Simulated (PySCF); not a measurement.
Isomers of C5H8OSi, one conformer each; single-point electronic energies without zero-point terms and without any empirical dispersion term.

Computed with PySCF at PBE0/pcSseg-1, non-relativistic, each on one gas-phase PBE0-D3(BJ)/def2-SVP geometry that isn't relaxed in the solvent. The solvent is an IEF-PCM continuum (cavity from Bondi-type radii × 1.2). The model holds no explicit solvent molecules, cavitation or dispersion.

```csv
isomer,"relative energy, gas (kcal/mol)",dipole (D)
`COC1=C[SiH2]C=C1`,0.0,1.40
`COC1=CC=C[SiH2]1`,6.0,1.71
```

Task: How do the relative energies look in acetone (ε = 20.49)?

Result: 
```csv
isomer,"relative energy, solvent (kcal/mol)",E(solvent) − E(gas) (kcal/mol),dipole in solvent (D)
`COC1=C[SiH2]C=C1`,0.0,-3.0,1.64
`COC1=CC=C[SiH2]1`,5.8,-3.2,2.16
```

The order is unchanged. Conformers: `[CH3:1][O:2][C:3]1=[CH:4][SiH2:5][CH:6]=[CH:7]1` with C1–O2–C3–C4 0°; `[CH3:1][O:2][C:3]1=[CH:4][CH:5]=[CH:6][SiH2:7]1` with C1–O2–C3–C4 0°. `COC1=CC=C[SiH2]1` gains most from the continuum, and it has the largest gas-phase dipole. The gains span 0.2 kcal/mol, the gas-phase energies 6.0 kcal/mol.
